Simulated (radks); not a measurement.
All-electron atom: the gadolinium ion Gd31+ in [Ar] 3d10 4s2 4p3. Method: scalar-relativistic Kohn-Sham, PBE, spin-unpolarised, spherical densities, point nucleus; computed with a radial shooting solver on a logarithmic mesh with Libxc functionals. Some entries of the table are withheld. Estimate them.

orbital  occ.  eigenvalue (eV)  r(max) (bohr)
1s          2        -51272.60        0.01392
2s          2        -9426.848            (1)
2p          6        -8518.420        0.06390
3s          2        -2934.153         0.2227
3p          6        -2652.188         0.2182
3d         10        -2288.292            (2)
4s          2        -1331.849            (3)
4p          3              (4)         0.4958
4d          0        -1088.589            (5)
5s          0        -759.6282            (6)

Answer. 
(1) 2s r(max) (bohr): 0.07895
(2) 3d r(max) (bohr): 0.1778
(3) 4s r(max) (bohr): 0.4841
(4) 4p eigenvalue (eV): -1227.053
(5) 4d r(max) (bohr): 0.4918
(6) 5s r(max) (bohr): 0.8728
